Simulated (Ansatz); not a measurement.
Calculated with Ansatz (gas phase, PBE0-D4/def2-TZVP geometries, no zero-point term in ΔE). CCSD(T)/CBS is the MP2 limit (def2-TZVPP, def2-QZVPP) plus CCSD(T) − MP2 in def2-TZVPP, frozen cores. Functionals use def2-TZVPP. One conformer a species, not always the lowest.

Reaction (isomerisation): `OB[SiH2][AlH2]` → `[BH2][AlH][O][SiH3]`

```csv
level,ΔE (kJ/mol)
r2SCAN,-71.8
r2SCAN0,-78.1
MP2/def2-SVP,-65.7
SCS-MP2/def2-QZVPP,-105.7
```

Q: What does CCSD(T)/CBS give? (Estimate.)

A: Computed: -87.3 kJ/mol. The listed levels differ from it by 15.5, 9.2, 21.6, -18.4 kJ/mol.

Q: What do rigid-rotor, harmonic-oscillator terms from PBE0-D4/def2-TZVP frequencies (298.15 K, 1 bar) make of the CCSD(T)/CBS value? (An estimate is asked.)

A: The calculation gave: ΔZPE = -5.2 kJ/mol, ΔH = -91.7 kJ/mol, ΔS = 19 J/(mol·K), ΔG = -97.4 kJ/mol. Modes under 50 cm⁻¹ make the entropy rough.

Largest T1 diagnostic among the species: 0.015.

From PBE to PBE0 (25 % exact exchange), in def2-TZVPP and without D4, ΔE moves by −15.1 kJ/mol. At CCSD(T), def2-SVP lies +30.8 kJ/mol from the extrapolated value and def2-TZVPP +2.7 kJ/mol. In def2-TZVPP, CCSD(T) changes the Hartree–Fock value by +41.5 kJ/mol (the triples alone add +7.6 kJ/mol) and MP2 by +31.0 kJ/mol.
